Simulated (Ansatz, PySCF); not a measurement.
Pair of molecules: AsH3 (SMILES [AsH3]) (first 4 atoms) with HBr (SMILES Br); geometry from B3LYP-D3(BJ)/def2-TZVP.
(charge 0, multiplicity 1):
```xyz
6

As    -0.246    -0.200     0.144
H     -0.931     0.733    -0.842
H     -0.416    -1.419    -0.748
H      1.145     0.109    -0.387
Br    -1.118    -0.240     4.080
H     -0.807    -0.225     2.675
```

Interaction energies are E(AB) − E(A) − E(B) at the monomers' geometry in the complex; basis-set methods are counterpoise corrected.

Rows in 6-31G* carry no dispersion term and start afresh at each structure (6-31G* with six Cartesian d functions); the Pople sets are all-electron and without relativity.

Codes used: Ansatz (Gaussian orbitals); PySCF for 6-31G* rows, the dispersion terms. Values without a source in brackets are computed.

**Question.** One of these levels gives -2.86 kcal/mol for the interaction energy. Which one is it?
(A) B97M-V/def2-TZVPPD
(B) PBE/def2-TZVPPD
(C) PBE-D4/def2-TZVPPD
(D) HF/6-31G*

**Answer.** B, PBE/def2-TZVPPD. The others give 0.14 (HF/6-31G*), -3.65 (PBE-D4/def2-TZVPPD), -2.49 (B97M-V/def2-TZVPPD)

Ansatz is a first-principles code.
